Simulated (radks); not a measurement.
Spherical jellium clusters: N electrons in a uniform positive sphere of charge N and radius rs N^(1/3), rs = 3.78 bohr. Level of theory: non-relativistic Kohn-Sham, exchange-only LDA, spin-polarised, spherical densities (a radial shooting solver with Libxc functionals). Levels are named by radial order and angular momentum (1s, 1p, 1d, 2s, ...), and open shells are averaged over m. Each electron was tried in the lowest free levels, single moves between levels near the top were tried too, and the lowest total energy was kept; such a search can miss a lower state. Energies include the self-energy of the background; IP and EA are vertical (highest electron removed, lowest free level filled), at fixed background; spill-out counts the electrons outside the background radius R, and alpha is the static dipole polarisability from linear response (closed shells only). A dash means not computed or, for alpha, an open shell; in EA it means that no bound solution was reached, which is typical of self-interaction and does not show that the anion is unstable. Real open-shell clusters deform, which this model forbids.

N                         open shells  2S  E/N (eV)  E(N+1) + E(N-1) - 2E(N) (eV)  -e(HOMO) (eV)  alpha/R^3
1                    1s(up 1, down 0)   1    -0.788                             -          2.708          -
2                                none   0    -0.896                         0.718          2.595      1.852
3                    1p(up 1, down 0)   1    -0.693                        -0.712          1.669          -
4                    1p(up 2, down 0)   2    -0.769                        -0.522          2.241          -
5                    1p(up 3, down 0)   3    -0.920                         0.897          2.614          -
6                    1p(up 3, down 1)   2    -0.870                        -0.579          1.863          -
7                    1p(up 3, down 2)   1    -0.918                        -0.394          2.308          -
8                                none   0    -1.002                         1.195          2.617      1.566
9                    1d(up 1, down 0)   1    -0.935                        -0.326          1.498          -
10                   1d(up 2, down 0)   2    -0.915                        -0.277          1.814          -
11                   1d(up 3, down 0)   3    -0.923                        -0.238          2.065          -
12                   1d(up 4, down 0)   4    -0.949                        -0.205          2.271          -
13                   1d(up 5, down 0)   5    -0.987                         0.454          2.444          -
14  1d(up 5, down 0) 2s(up 1, down 0)   6    -0.988                         0.270          2.088          -
15  1d(up 5, down 1) 2s(up 1, down 0)   5    -0.970                        -0.268          1.834          -
16  1d(up 5, down 2) 2s(up 1, down 0)   4    -0.971                        -0.267          2.061          -
17                   1d(up 5, down 4)   1    -0.988                        -0.235          2.310          -
18                               none   0    -1.016                         0.078          2.459      1.431
19                   2s(up 1, down 0)   1    -1.037                         0.353          2.403          -
20                               none   0    -1.039                         0.450          2.133      1.474
21                   1f(up 1, down 0)   1    -1.018                        -0.164          1.661          -
22                   1f(up 2, down 0)   2    -1.007                        -0.149          1.814          -
23                   1f(up 3, down 0)   3    -1.004                        -0.136          1.950          -
24                   1f(up 4, down 0)   4    -1.006                        -0.125          2.072          -
25                   1f(up 5, down 0)   5    -1.013                        -0.115          2.182          -
26                   1f(up 6, down 0)   6    -1.024                        -0.106          2.283          -
27                   1f(up 7, down 0)   7    -1.038                         0.652          2.374          -
28  1f(up 7, down 0) 2p(up 1, down 0)   8    -1.028                        -0.098          1.786          -
29  1f(up 7, down 0) 2p(up 2, down 0)   9    -1.022                        -0.082          1.923          -
30  1f(up 7, down 0) 2p(up 3, down 0)  10    -1.019                         0.032          2.037          -
31  1f(up 7, down 1) 2p(up 3, down 0)   9    -1.015                        -0.592          2.018          -
32                   1f(up 7, down 5)   2    -1.030                         0.171          2.179          -
33                   1f(up 7, down 6)   1    -1.039                        -0.092          2.270          -
34                               none   0    -1.050                         0.297          2.353      1.338
35                   2p(up 1, down 0)   1    -1.052                        -0.084          2.081          -
36                   2p(up 2, down 0)   2    -1.056                        -0.066          2.176          -
37                   2p(up 3, down 0)   3    -1.062                         0.429          2.254          -
38                   2p(up 3, down 1)   2    -1.056                        -0.093          1.883          -
39                   2p(up 3, down 2)   1    -1.053                        -0.079          2.000          -
40                               none   0    -1.052                             -          2.101      1.421

All shells are closed at N = 2, 8, 18, 20, 34, 40 (there: 1s2 1p6 1d10 2s2 1f14 2p6); the second difference of the energy has clear peaks (12 % above both neighbours; the first and last values, which can be the largest, are not judged, and half-filled shells can peak too) at N = 5, 8, 13, 20, 27, 30, 32, 34, 37.
